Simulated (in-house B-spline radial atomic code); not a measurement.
Hg²⁺. Computed with a B-spline radial atomic code. Model: non-relativistic spherical atom: semilocal Troullier-Martins pseudo-atom, one channel per l, against all electrons, high spin, G0W0 and RPA with empty states to l = 8, local potential for every l without a channel, a model core (radius 0 = none) keeps its share of the functional.

Without relativity these are model numbers for so heavy an element.

What the tables leave out is listed at the end.

The pseudopotential gives back the lowest level of each angular momentum of its own functional in the configuration it was made in; a second state of the same l is only approximately right. Exact exchange, RPA and GW see the smooth pseudo-orbitals and miss the exchange with the core, for which the functional's share stands in. The column with an uncorrelated core keeps all orbitals and exact exchange, and so separates missing core correlation from pseudisation. Only the three outermost levels and the lowest empty one were computed. RPA here is direct RPA, with no exchange kernel, and its energies carry an (l + 1/2)⁻⁴ tail. A hybrid on a potential with a model core restores only its own semilocal share of the core's exchange.

Command:
```bash
python run_psgw.py task.json out
```
Settings (lengths in bohr, energies in hartree):
```
Z                      80
electrons              78
configuration          [Xe] 4f14 5d10
generated_in           [Xe] 4f14 5d10
functional             pbe,pbe
core_shells            9
radius_factor          1.15
core_correction        False
```

Time taken, with all properties: 47 s on 1 thread of Arm Neoverse N1, on a shared host.

Given: made with PBE; model core radius 0 bohr; local radius 1.098 bohr; mean-field start PBE.

Valence shells of the generating configuration: 4f, 5s, 5p, 5d.

Channel: s 1.043, p 1.115, d 1.324, f 1.411 (radii in bohr).

Computed: largest level miss in the spin-unpolarised generating configuration 0 eV; valence RPA correlation energy pseudo -2.6754 hartree; all-electron RPA polarisability, core included 6.5553 bohr³; pseudo-atom RPA polarisability 6.3648 bohr³.

```json
{"level": "5d", "occupied": "1", "mean-field all-electron (eV)": "-29.593", "mean-field pseudo minus all (eV)": "0", "G0W0 all-electron (eV)": "-36.65", "G0W0 uncorrelated core minus all (eV)": "-0.057", "G0W0 pseudo minus all (eV)": "-0.972", "exchange self-energy all-electron (eV)": "-36.406", "exchange self-energy pseudo (eV)": "-34.719"}
{"level": "6s (empty)", "occupied": "0", "mean-field all-electron (eV)": "-19.899", "mean-field pseudo minus all (eV)": "-0.158", "G0W0 all-electron (eV)": "-16.189", "G0W0 uncorrelated core minus all (eV)": "0.003", "G0W0 pseudo minus all (eV)": "-0.043", "exchange self-energy all-electron (eV)": "-4.4805", "exchange self-energy pseudo (eV)": "-3.963"}
```

Question: What is the valence RPA correlation energy all-electron orbitals?

Answer: -2.342 hartree.

Given: mean-field start PBE0.

Computed: valence RPA correlation energy all-electron orbitals -2.2652 hartree; valence RPA correlation energy pseudo -2.6055 hartree; all-electron RPA polarisability, core included 5.8638 bohr³.

| level | occupied | mean-field all-electron (eV) | mean-field pseudo minus all (eV) | G0W0 all-electron (eV) | G0W0 uncorrelated core minus all (eV) | G0W0 pseudo minus all (eV) | exchange self-energy all-electron (eV) | exchange self-energy pseudo (eV) |
| --- | --- | --- | --- | --- | --- | --- | --- | --- |
| 5d | 1 | -31.604 | -0.143 | -36.723 | -0.055 | -0.791 | -36.539 | -35.199 |
| 6s (empty) | 0 | -18.532 | -0.05 | -16.02 | 0.003 | 0.044 | -4.1855 | -3.6554 |

Question: What is the pseudo-atom RPA polarisability?

Answer: 5.5641 bohr³.

Given: mean-field start Hartree-Fock.

Computed: valence RPA correlation energy pseudo -2.4258 hartree; all-electron RPA polarisability, core included 4.6459 bohr³; pseudo-atom RPA polarisability 4.1101 bohr³.

```csv
level,occupied,mean-field all-electron (eV),mean-field pseudo minus all (eV),G0W0 all-electron (eV),G0W0 uncorrelated core minus all (eV),G0W0 pseudo minus all (eV),exchange self-energy all-electron (eV),exchange self-energy pseudo (eV)
5d,1,-36.538,-0.836,-36.852,-0.048,0.081,-36.671,-36.424
6s (empty),0,-14.343,0.168,-15.619,0.003,0.29,-3.1054,-2.5731
```

Question: What is the valence RPA correlation energy all-electron orbitals?

Answer: -2.0705 hartree.

Among the listed levels the largest G0W0 shift of the pseudo-atom is -0.97 eV, for 5d on the PBE start, while leaving the core uncorrelated moves that level by -0.06 eV. So pseudisation and the lost core exchange, not the missing core correlation, make the error. Not in the tables (levels of low weight, unsolved or above zero; the highest and the empty levels are kept at any weight): on PBE the G0W0 levels 5p (pseudo minus all -1.98 eV, weights 0.07 and 0.16), 5s (pseudo minus all -3.67 eV, weights 0.00 and 0.07); on PBE0 the G0W0 levels 5p (pseudo minus all -1.69 eV, weights 0.52 and 0.39), 5s (pseudo minus all -1.38 eV, weights 0.15 and -0.00); on Hartree-Fock the G0W0 levels 5p (pseudo minus all -1.81 eV, weights 0.48 and 0.28), 5s (pseudo minus all +0.82 eV, weights 0.18 and 0.51).
